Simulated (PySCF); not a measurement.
Run record: geometry optimisation, `C#[C][Mo]([C]#C)([C]#C)[C]#C` (Mo(CCH)4) [triplet].

Computed with PBE0-D3(BJ)/def2-SVP geometry optimisation, gas phase, def2 core potentials past Kr (PySCF 2.14.0). Start geometry: GFN2-xTB. The input is one job of a driver script: a line of settings, then coordinates in Å.

Input:
```
{"job": {"xc": "PBE0", "basis": "def2-SVP", "d3": "d3bj", "grid": 1, "maxiter": 30, "shake": 0.03, "kind": "geom"}, "charge": 0, "multiplicity": 3}
Mo     0.066080    -0.079570     0.009010
C     -0.012640    -0.016680     2.012480
C     -0.060740    -0.010000     3.211230
H      0.095040     0.003060     4.283050
C      1.904610    -0.018280    -0.708750
C      3.053400     0.020800    -1.080510
H      4.092220     0.005120    -1.418200
C     -0.905700     1.665620    -0.692430
C     -1.535020     2.658190    -1.025980
H     -2.037810     3.496000    -1.406200
C     -0.981700    -1.659790    -0.652510
C     -1.520040    -2.641890    -1.056340
H     -2.127070    -3.474690    -1.452660
```

Output:
```
step   0  E = -374.52354613  max force = 0.078376
step   1  E = -374.53646631  max force = 0.009401
step   2  E = -374.53737566  max force = 0.005569
step   3  E = -374.53773254  max force = 0.003357
step   4  E = -374.53788336  max force = 0.001048
step   5  E = -374.53790704  max force = 0.000681
step   6  E = -374.53794293  max force = 0.000399
step   7  E = -374.53794735  max force = 0.000203
optimisation converged
```

Energies in Eh; «max force» is the largest Cartesian gradient component in Eh/bohr.

Task: How much energy does the optimisation release, in eV?

Result: E(step 0) − E(last step) = 0.014401 Eh, which is 0.392 eV.

Summary of the converged run: final energy -374.53795 Eh after 7 steps; dipole 0.03 D.

Task: Give the final coordinates.

Result: 0.068 Å rms from the input after alignment:
```
atom  x, y, z in Å
Mo1   -0.0172    0.0001    0.0006
C2    -0.0002   -0.0112    1.9970
C3     0.0196   -0.0186    3.2263
H4     0.0383   -0.0249    4.3028
C5     1.8633   -0.0096   -0.6626
C6     3.0242   -0.0152   -1.0678
H7     4.0411   -0.0221   -1.4214
C8    -0.9419    1.6425   -0.6607
C9    -1.5082    2.6566   -1.0635
H10   -2.0037    3.5449   -1.4165
C11   -0.9512   -1.6315   -0.6723
C12   -1.5186   -2.6398   -1.0881
H13   -2.0148   -3.5234   -1.4515
```

Task: Estimate the wall time. Hardware: one thread of an Arm Neoverse V2, shared host with 96 logical CPUs at a one-minute load of 84. And the peak memory of the process?

Result: About 5.5 min, with 0.83 GiB resident at the peak, the Python interpreter and its libraries included.
Labels such as C1 count atoms from 1, the log's own numbers from 0.
